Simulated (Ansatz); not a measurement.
F3H3Si2 (`F[SiH2][SiH](F)F`), relaxed with RKS PBE0-D4/def2-TZVP in the Gaussian-basis code of Ansatz from a GFN2-xTB geometry. The force threshold is 0.005 eV/Å; the program also tests the step.

The species carries charge 0 and has multiplicity 1.

Start:

```xyz
8

F    -1.879    0.854    0.909
Si   -0.288    0.926    0.652
Si    0.246   -0.904   -0.614
F     0.839   -0.426   -2.026
F     1.544   -1.607    0.016
H     0.280    0.935    1.998
H    -0.096    2.222    0.008
H    -0.645   -2.000   -0.943
```

**Question.** By how much does the energy fall, and how many steps does the optimiser take? (An estimate is asked.)

**Answer.** Computed: 5.14 kcal/mol, in 16 steps, 1 of them rejected.

**Question.** Which bonds change most? (Best estimate.)

**Answer.** Ansatz gave: Si2–Si3 from 2.289 to 2.355 Å; Si3–H8 from 1.450 to 1.481 Å; Si2–H6 from 1.460 to 1.485 Å; Si2–H7 from 1.461 to 1.484 Å.

**Question.** Give the relaxed structure. (Best estimate.)

**Answer.** The calculation gave: 
```xyz
8

F    -1.906    1.182    0.420
Si   -0.345    0.916    0.681
Si    0.327   -0.920   -0.632
F     0.264   -0.531   -2.174
F     1.850   -1.229   -0.281
H    -0.160    0.617    2.124
H     0.412    2.139    0.318
H    -0.442   -2.174   -0.456
```
